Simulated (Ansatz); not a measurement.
Geometry optimisation, Ansatz, RKS BHLYP-D4/def2-SVP.

Input file:

```yaml
crystal:
  periodic: [false, false, false]
  atoms:
    - { symbol: B, position_ang: [-0.566424, 1.499268, 0.305333] }
    - { symbol: O, position_ang: [0.436795, -1.085054, 0.680171] }
    - { symbol: C, position_ang: [0.368461, -1.726559, -0.556816] }
    - { symbol: O, position_ang: [-1.297578, 1.549491, 1.418005] }
    - { symbol: O, position_ang: [-1.125898, 1.239801, -0.880172] }
    - { symbol: H, position_ang: [1.293485, -0.659985, 0.770347] }
    - { symbol: Cl, position_ang: [1.221649, 1.938408, 0.365296] }
    - { symbol: H, position_ang: [-0.660996, -2.058195, -0.703883] }
    - { symbol: H, position_ang: [1.021669, -2.607322, -0.606875] }
    - { symbol: H, position_ang: [0.628309, -1.063364, -1.392496] }
    - { symbol: H, position_ang: [-0.796791, 1.686494, 2.216324] }
    - { symbol: H, position_ang: [-0.522579, 1.287018, -1.615135] }
basis:
  gaussian: { orbitals: def2-SVP }
hamiltonian:
  xc: { name: BHLYP }
  dispersion: d4
relax:
  f_tol: 0.03
  max_steps: 50
```

Run as:

```bash
$ ansatz run input.yaml --threads 2 --pin off --max-ram 3072MiB --backend cpu --events-out ev --progress --plain --runs-dir out
```

Task: Where does it end, and by what steps?

Result: It converged. The force dipped under the threshold on the way, but the program's further checks kept it going. After 26 steps the energy has fallen by 0.046 eV; H8 moved furthest, 0.91 Å.

```
step  energy less start (eV)  largest force component (eV/Å)  accepted
   0                  0.0000                           0.529       yes
   1                 -0.0085                           0.357       yes
   2                 -0.0120                           0.212       yes
   3                 -0.0154                           0.143       yes
   4                 -0.0020                           0.514        no
   5                 -0.0168                           0.032       yes
   6                 -0.0182                           0.075       yes
   7                 -0.0186                           0.304       yes
   8                 -0.0206                           0.122       yes
   9                 -0.0224                           0.070       yes
  10                 -0.0218                           0.292        no
  11                 -0.0205                           0.164        no
  12                 -0.0235                           0.017       yes
  13                 -0.0251                           0.108       yes
  14                 -0.0264                           0.105       yes
  15                 -0.0286                           0.158       yes
  16                 -0.0291                           0.179       yes
  17                 -0.0323                           0.144       yes
  18                 -0.0349                           0.123       yes
  19                 -0.0391                           0.073       yes
  20                 -0.0288                           0.406        no
  21                 -0.0404                           0.077       yes
  22                 -0.0417                           0.049       yes
  23                 -0.0432                           0.176       yes
  24                 -0.0449                           0.073       yes
  25                 -0.0456                           0.019       yes
  26                 -0.0458                           0.021       yes
```

```xyz
12
Properties=species:S:1:pos:R:3
B -0.470 1.402 0.215
O 0.902 -0.665 0.359
C 0.189 -1.674 -0.301
O -1.345 0.874 1.082
O -0.714 1.319 -1.105
H 1.788 -0.604 0.009
Cl 0.882 2.445 0.796
H -0.823 -1.668 0.106
H 0.628 -2.664 -0.131
H 0.117 -1.494 -1.380
H -1.056 0.917 1.989
H -0.099 1.813 -1.638
```

Whether the end is a true minimum wasn't checked by a vibrational analysis.

Run time: 92 s on 2 threads of Arm Neoverse V2, on a shared host, peak memory 0.28 GiB.
